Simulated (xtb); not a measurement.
C₂H₈BClSi, SMILES CB(C)[SiH2]Cl. All values are semi-empirical tight-binding results from xtb (GFN2-xTB unless named), good for trends rather than for accurate numbers. Geometry optimised at GFN2-xTB. This is a generated structure with no PubChem entry under its InChIKey; it may be hypothetical. The values are those of a single conformer.

The geometry has at least one imaginary mode, so it is a saddle point at that level.

```json
{
  "orbital_gap": "3.05 eV",
  "dipole_moment": "3.07 D",
  "static polarisability (D4 model)": "78.5 bohr³",
  "solvation energy, GFN2-xTB/ALPB(water)": "-2.5 kcal/mol",
  "solvation energy, GFN2-xTB/ALPB(acetonitrile)": "-5.1 kcal/mol"
}
```
